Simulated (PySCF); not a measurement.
HCu, singlet, at a GFN2-xTB geometry (such geometries of metal compounds can be far from the true shape).

The PySCF input:
```python
from pyscf import gto, scf, dft

mol = gto.Mole()
mol.atom = '''
    Cu   -0.000000   -0.000000   -0.047474
    H     0.000000    0.000000    1.376745
'''
mol.basis = 'def2-svp'
mol.charge = 0
mol.spin = 0
mol.verbose = 4
mol.build()

mf = dft.RKS(mol)
mf.xc = 'm06l'
mf.kernel()
```

What does this run give for the dipole moment, nuclear repulsion energy, HOMO energy, Mulliken (on the basis functions themselves) charges in atom order?


The dipole moment is 2.89 D and the nuclear repulsion energy is 10.7751 Eh. The HOMO energy is -4.61 eV and the Mulliken (on the basis functions themselves) charges in atom order is Cu1 0.19, H2 -0.19.
